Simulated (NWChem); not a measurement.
Species: LaCl$_{2}$, doublet; SMILES [Cl][La][Cl]

```xyz
3

La     0.0000     0.0000     0.5029
Cl     2.1581     0.0000    -0.9160
Cl    -2.1581     0.0000    -0.9160
```
Atoms are numbered in this order, from 1.

Level: PBE-D3(BJ)/def2-SVP with def2 effective core potentials on La, spin-unrestricted (NWChem), optimised geometry, unscaled harmonic frequencies. In the optimisation the excess spin sits in a1 (C2v, its own frame). The spin multiplicity was typed, not searched, and may not be the lowest. def2 effective core potentials on La; no spin-orbit coupling.

Question: List the harmonic frequencies with IR intensities, and the thermochemistry.

Answer: 
| frequency (cm⁻¹) | IR intensity (km/mol) |
|---|---|
| 64 | 4.5 |
| 330 | 30.6 |
| 338 | 75.1 |

| Property | Value |
|---|---|
| zero-point energy | 1.0 kcal/mol |
| thermal correction to the enthalpy at 298.15 K (with zero-point energy) | 4.4 kcal/mol |
| heat capacity Cv | 11.1 cal/(mol K) |
| entropy at 298.15 K and 1 atm (symmetry number 2, electronic part: spin degeneracy alone) | 76.5 cal/(mol K) |

Rigid rotor and harmonic oscillator; modes under 100 cm⁻¹ make the entropy uncertain.
